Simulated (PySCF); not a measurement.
C2H3NO, SMILES `C1(=N/[H])/OC1`, neutral singlet in the gas phase. 

Z-matrix (Å, degrees):
```
C
N 1 1.2456
H 2 1.0200 1 111.91
O 1 1.3464 2 142.48 3 -0.01
C 1 1.4318 2 151.83 3 179.99
H 5 1.0835 1 120.50 2 81.25
H 5 1.0835 6 116.76 4 -135.46
```
Charge 0, spin multiplicity 1.

All levels are single points at this geometry (B3LYP-D3(BJ)/def2-TZVP); Pople sets use spherical d functions. Orbital energies aren't observables, and empty levels follow the basis.

PBE/6-31G* in PySCF gives HOMO (eV) = -6.28.

### Question
Estimate the HOMO (eV) from each of these levels: B3LYP-D3(BJ)/def2-TZVP in PySCF; PBE-D3(BJ)/def2-TZVP in PySCF; B3LYP/3-21G in PySCF; B3LYP/6-311+G** in PySCF; B3LYP/6-31G* in PySCF; M06-2X/6-31G* in PySCF; HF/3-21G in PySCF; HF/6-31G* in PySCF.

### Answer

```csv
level,HOMO (eV)
B3LYP-D3(BJ)/def2-TZVP in PySCF,-7.95
PBE-D3(BJ)/def2-TZVP in PySCF,-6.66
B3LYP/3-21G in PySCF,-7.16
B3LYP/6-311+G** in PySCF,-8.03
B3LYP/6-31G* in PySCF,-7.59
M06-2X/6-31G* in PySCF,-9.39
HF/3-21G in PySCF,-11.50
HF/6-31G* in PySCF,-11.60
```
